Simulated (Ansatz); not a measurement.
Harmonic vibrations of C2H6FY (`[CH3][Y]([CH3])[F]`) by finite differences.

```yaml
crystal:
  periodic: [false, false, false]
  atoms:
    - {symbol: C, position_ang: [-1.138500, 1.503622, 0.453903]}
    - {symbol: Y, position_ang: [-0.456644, -0.223980, -0.977523]}
    - {symbol: C, position_ang: [1.535307, -1.170814, -0.183100]}
    - {symbol: F, position_ang: [-1.884197, -1.538184, -1.410098]}
    - {symbol: H, position_ang: [-1.088484, 1.157687, 1.496231]}
    - {symbol: H, position_ang: [-0.482050, 2.384337, 0.401825]}
    - {symbol: H, position_ang: [-2.163745, 1.860211, 0.296336]}
    - {symbol: H, position_ang: [1.559884, -2.266425, -0.220598]}
    - {symbol: H, position_ang: [1.690600, -0.884939, 0.866860]}
    - {symbol: H, position_ang: [2.427830, -0.821524, -0.723845]}
basis:
  gaussian: {orbitals: def2-TZVP}
hamiltonian: {xc: pbe0, dispersion: d4}
phonons: {temperatures: {t_min: 298.15, t_max: 900, t_step: 200}}
```

```sh
$ ansatz run in.yaml --threads 4 --pin off --events-out ev --progress --plain --max-ram 10444MiB
```

Shortened log:

```
Functional definition: PBE0
mean field -5929.91392241 eV, -217.9203172084 hartree, gradient 2.5e-5 eV, S^2 0.000000; 0 other end points of the search recorded, 0 dependent functions left out
mean field -5929.91377822 eV, -217.9203119095 hartree, gradient 1.2e-6 eV, S^2 0.000000; 0 other end points of the search recorded, 0 dependent functions left out
mean field -5929.91379560 eV, -217.9203125484 hartree, gradient 1.5e-6 eV, S^2 0.000000; 0 other end points of the search recorded, 0 dependent functions left out
mean field -5929.91382764 eV, -217.9203137258 hartree, gradient 1.3e-6 eV, S^2 0.000000; 0 other end points of the search recorded, 0 dependent functions left out
mean field -5929.91379660 eV, -217.9203125851 hartree, gradient 1.3e-6 eV, S^2 0.000000; 0 other end points of the search recorded, 0 dependent functions left out
mean field -5929.91381321 eV, -217.9203131955 hartree, gradient 1.3e-6 eV, S^2 0.000000; 0 other end points of the search recorded, 0 dependent functions left out
mean field -5929.91380736 eV, -217.9203129804 hartree, gradient 1.3e-6 eV, S^2 0.000000; 0 other end points of the search recorded, 0 dependent functions left out
mean field -5929.91387310 eV, -217.9203153963 hartree, gradient 1.3e-6 eV, S^2 0.000000; 0 other end points of the search recorded, 0 dependent functions left out
mean field -5929.91384733 eV, -217.9203144494 hartree, gradient 1.3e-6 eV, S^2 0.000000; 0 other end points of the search recorded, 0 dependent functions left out
mean field -5929.91387582 eV, -217.9203154964 hartree, gradient 1.3e-6 eV, S^2 0.000000; 0 other end points of the search recorded, 0 dependent functions left out
mean field -5929.91385819 eV, -217.9203148484 hartree, gradient 1.3e-6 eV, S^2 0.000000; 0 other end points of the search recorded, 0 dependent functions left out
mean field -5929.91392437 eV, -217.9203172804 hartree, gradient 1.3e-6 eV, S^2 0.000000; 0 other end points of the search recorded, 0 dependent functions left out
mean field -5929.91387232 eV, -217.9203153678 hartree, gradient 1.3e-6 eV, S^2 0.000000; 0 other end points of the search recorded, 0 dependent functions left out
mean field -5929.91384370 eV, -217.9203143161 hartree, gradient 1.3e-6 eV, S^2 0.000000; 0 other end points of the search recorded, 0 dependent functions left out
mean field -5929.91380232 eV, -217.9203127955 hartree, gradient 1.3e-6 eV, S^2 0.000000; 0 other end points of the search recorded, 0 dependent functions left out
mean field -5929.91378495 eV, -217.9203121571 hartree, gradient 1.3e-6 eV, S^2 0.000000; 0 other end points of the search recorded, 0 dependent functions left out
mean field -5929.91379505 eV, -217.9203125283 hartree, gradient 1.3e-6 eV, S^2 0.000000; 0 other end points of the search recorded, 0 dependent functions left out
mean field -5929.91379092 eV, -217.9203123763 hartree, gradient 1.3e-6 eV, S^2 0.000000; 0 other end points of the search recorded, 0 dependent functions left out
mean field -5929.91380218 eV, -217.9203127901 hartree, gradient 1.8e-6 eV, S^2 0.000000; 0 other end points of the search recorded, 0 dependent functions left out
mean field -5929.91387382 eV, -217.9203154229 hartree, gradient 2.6e-6 eV, S^2 0.000000; 0 other end points of the search recorded, 0 dependent functions left out
mean field -5929.91390622 eV, -217.9203166136 hartree, gradient 2.7e-6 eV, S^2 0.000000; 0 other end points of the search recorded, 0 dependent functions left out
mean field -5929.91388062 eV, -217.9203156730 hartree, gradient 2.8e-6 eV, S^2 0.000000; 0 other end points of the search recorded, 0 dependent functions left out
mean field -5929.91390814 eV, -217.9203166841 hartree, gradient 2.8e-6 eV, S^2 0.000000; 0 other end points of the search recorded, 0 dependent functions left out
mean field -5929.91390494 eV, -217.9203165665 hartree, gradient 1.8e-6 eV, S^2 0.000000; 0 other end points of the search recorded, 0 dependent functions left out
mean field -5929.91393395 eV, -217.9203176326 hartree, gradient 2.2e-6 eV, S^2 0.000000; 0 other end points of the search recorded, 0 dependent functions left out
mean field -5929.91390785 eV, -217.9203166735 hartree, gradient 1.1e-6 eV, S^2 0.000000; 0 other end points of the search recorded, 0 dependent functions left out
mean field -5929.91391265 eV, -217.9203168500 hartree, gradient 1.1e-6 eV, S^2 0.000000; 0 other end points of the search recorded, 0 dependent functions left out
mean field -5929.91390825 eV, -217.9203166881 hartree, gradient 2.5e-6 eV, S^2 0.000000; 0 other end points of the search recorded, 0 dependent functions left out
mean field -5929.91390101 eV, -217.9203164223 hartree, gradient 2.1e-6 eV, S^2 0.000000; 0 other end points of the search recorded, 0 dependent functions left out
mean field -5929.91382381 eV, -217.9203135850 hartree, gradient 2.1e-6 eV, S^2 0.000000; 0 other end points of the search recorded, 0 dependent functions left out
mean field -5929.91384168 eV, -217.9203142418 hartree, gradient 2.2e-6 eV, S^2 0.000000; 0 other end points of the search recorded, 0 dependent functions left out
mean field -5929.91387095 eV, -217.9203153175 hartree, gradient 1.6e-6 eV, S^2 0.000000; 0 other end points of the search recorded, 0 dependent functions left out
mean field -5929.91388845 eV, -217.9203159606 hartree, gradient 1.6e-6 eV, S^2 0.000000; 0 other end points of the search recorded, 0 dependent functions left out
mean field -5929.91385417 eV, -217.9203147006 hartree, gradient 1.7e-6 eV, S^2 0.000000; 0 other end points of the search recorded, 0 dependent functions left out
mean field -5929.91385779 eV, -217.9203148337 hartree, gradient 1.7e-6 eV, S^2 0.000000; 0 other end points of the search recorded, 0 dependent functions left out
mean field -5929.91391236 eV, -217.9203168392 hartree, gradient 1.4e-6 eV, S^2 0.000000; 0 other end points of the search recorded, 0 dependent functions left out
mean field -5929.91391202 eV, -217.9203168267 hartree, gradient 1.6e-6 eV, S^2 0.000000; 0 other end points of the search recorded, 0 dependent functions left out
mean field -5929.91383800 eV, -217.9203141066 hartree, gradient 1.7e-6 eV, S^2 0.000000; 0 other end points of the search recorded, 0 dependent functions left out
mean field -5929.91382661 eV, -217.9203136879 hartree, gradient 1.8e-6 eV, S^2 0.000000; 0 other end points of the search recorded, 0 dependent functions left out
mean field -5929.91390426 eV, -217.9203165414 hartree, gradient 1.5e-6 eV, S^2 0.000000; 0 other end points of the search recorded, 0 dependent functions left out
mean field -5929.91390146 eV, -217.9203164387 hartree, gradient 1.4e-6 eV, S^2 0.000000; 0 other end points of the search recorded, 0 dependent functions left out
mean field -5929.91391396 eV, -217.9203168981 hartree, gradient 1.9e-6 eV, S^2 0.000000; 0 other end points of the search recorded, 0 dependent functions left out
mean field -5929.91390681 eV, -217.9203166352 hartree, gradient 1.8e-6 eV, S^2 0.000000; 0 other end points of the search recorded, 0 dependent functions left out
mean field -5929.91391833 eV, -217.9203170587 hartree, gradient 1.8e-6 eV, S^2 0.000000; 0 other end points of the search recorded, 0 dependent functions left out
mean field -5929.91390897 eV, -217.9203167148 hartree, gradient 1.1e-6 eV, S^2 0.000000; 0 other end points of the search recorded, 0 dependent functions left out
mean field -5929.91382907 eV, -217.9203137785 hartree, gradient 1.9e-6 eV, S^2 0.000000; 0 other end points of the search recorded, 0 dependent functions left out
mean field -5929.91381325 eV, -217.9203131970 hartree, gradient 2.1e-6 eV, S^2 0.000000; 0 other end points of the search recorded, 0 dependent functions left out
mean field -5929.91391409 eV, -217.9203169027 hartree, gradient 1.2e-6 eV, S^2 0.000000; 0 other end points of the search recorded, 0 dependent functions left out
mean field -5929.91390671 eV, -217.9203166317 hartree, gradient 1.3e-6 eV, S^2 0.000000; 0 other end points of the search recorded, 0 dependent functions left out
mean field -5929.91391163 eV, -217.9203168123 hartree, gradient 1.6e-6 eV, S^2 0.000000; 0 other end points of the search recorded, 0 dependent functions left out
mean field -5929.91391233 eV, -217.9203168382 hartree, gradient 1.6e-6 eV, S^2 0.000000; 0 other end points of the search recorded, 0 dependent functions left out
mean field -5929.91389781 eV, -217.9203163047 hartree, gradient 1.2e-6 eV, S^2 0.000000; 0 other end points of the search recorded, 0 dependent functions left out
mean field -5929.91391219 eV, -217.9203168331 hartree, gradient 1.3e-6 eV, S^2 0.000000; 0 other end points of the search recorded, 0 dependent functions left out
mean field -5929.91381943 eV, -217.9203134242 hartree, gradient 1.9e-6 eV, S^2 0.000000; 0 other end points of the search recorded, 0 dependent functions left out
mean field -5929.91384122 eV, -217.9203142247 hartree, gradient 2.0e-6 eV, S^2 0.000000; 0 other end points of the search recorded, 0 dependent functions left out
mean field -5929.91384843 eV, -217.9203144897 hartree, gradient 1.9e-6 eV, S^2 0.000000; 0 other end points of the search recorded, 0 dependent functions left out
mean field -5929.91386344 eV, -217.9203150415 hartree, gradient 1.9e-6 eV, S^2 0.000000; 0 other end points of the search recorded, 0 dependent functions left out
mean field -5929.91389303 eV, -217.9203161289 hartree, gradient 1.7e-6 eV, S^2 0.000000; 0 other end points of the search recorded, 0 dependent functions left out
mean field -5929.91391183 eV, -217.9203168197 hartree, gradient 1.6e-6 eV, S^2 0.000000; 0 other end points of the search recorded, 0 dependent functions left out
mean field -5929.91389387 eV, -217.9203161599 hartree, gradient 1.6e-6 eV, S^2 0.000000; 0 other end points of the search recorded, 0 dependent functions left out
mean field -5929.91388688 eV, -217.9203159028 hartree, gradient 1.6e-6 eV, S^2 0.000000; 0 other end points of the search recorded, 0 dependent functions left out
Total energy: -5930.03753629 eV, -217.9248599349 hartree
Atom 0 at    -1.138500     1.503622     0.453903 Å, force     0.000595    -0.002229    -0.001666 eV/Å
Atom 1 at    -0.456644    -0.223980    -0.977523 Å, force    -0.000418     0.000084     0.001199 eV/Å
Atom 2 at     1.535307    -1.170814    -0.183100 Å, force    -0.000700     0.002252    -0.001891 eV/Å
Atom 3 at    -1.884197    -1.538184    -1.410098 Å, force     0.001419     0.001026    -0.000101 eV/Å
Atom 4 at    -1.088484     1.157687     1.496231 Å, force     0.000028     0.000267    -0.000123 eV/Å
Atom 5 at    -0.482050     2.384337     0.401825 Å, force    -0.001210     0.000286     0.000159 eV/Å
Atom 6 at    -2.163745     1.860211     0.296336 Å, force     0.000758     0.000483     0.000944 eV/Å
Atom 7 at     1.559884    -2.266425    -0.220598 Å, force     0.001217     0.001498     0.001511 eV/Å
Atom 8 at     1.690600    -0.884939     0.866860 Å, force    -0.000066    -0.001131    -0.000684 eV/Å
Atom 9 at     2.427830    -0.821524    -0.723845 Å, force    -0.001623    -0.002537     0.000653 eV/Å
Dipole moment:     0.294562     0.440627    -0.637028 e Å
Vibrations: 17.82 38.15 74.98 110.89 125.89 351.14 390.01 396.89 448.00 469.78 471.47 591.13 1148.06 1151.72 1419.22 1422.46 1425.60 1428.18 2989.10 2992.02 3057.31 3061.09 3082.96 3086.80 cm⁻¹, zero-point energy 1.844307 eV
```

Run time 99 s (4 threads of an Intel Xeon Platinum 8259CL on a shared host); peak host memory 0.41 GiB.
